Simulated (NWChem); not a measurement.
Species: C2H4BNO2; SMILES CB(O)N=C=O

```xyz
10

B     -0.1692     0.9562    -0.0045
C      1.0622     1.9381     0.0012
H      1.7349     1.7086    -0.8409
H      1.6579     1.7824     0.9161
H      0.7930     3.0039    -0.0532
N      0.0507    -0.4596     0.0013
C      0.1605    -1.6478     0.0059
O      0.2880    -2.8101     0.0105
O     -1.4646     1.3570    -0.0099
H     -1.5518     2.3148    -0.0137
```
Atoms are numbered in this order, from 1.

Computed with NWChem. Pople sets run with spherical d functions. Geometry: optimised at PBE0/def2-SVP. Isolated, static molecule.

GIAO at B3LYP/6-31G*: principal shieldings of C2 are 178.2, 179.1, 198.0 ppm; an isolated tetramethylsilane molecule has σ = 189.5 ppm at the same levels.

Task: Find the isotropic 13C shift, its principal values, the span and the skew.

Result: 
1. σ(iso) = one third of the sum = 185.1 ppm.
2. δ = σ(reference) − σ = 4.4 ppm against tetramethylsilane.
3. δ11, δ22, δ33 = 11.3, 10.4, -8.5 ppm.
4. Span Ω = δ11 − δ33 = 19.8 ppm; skew κ = 3(δ22 − δ(iso))/Ω = 0.91.
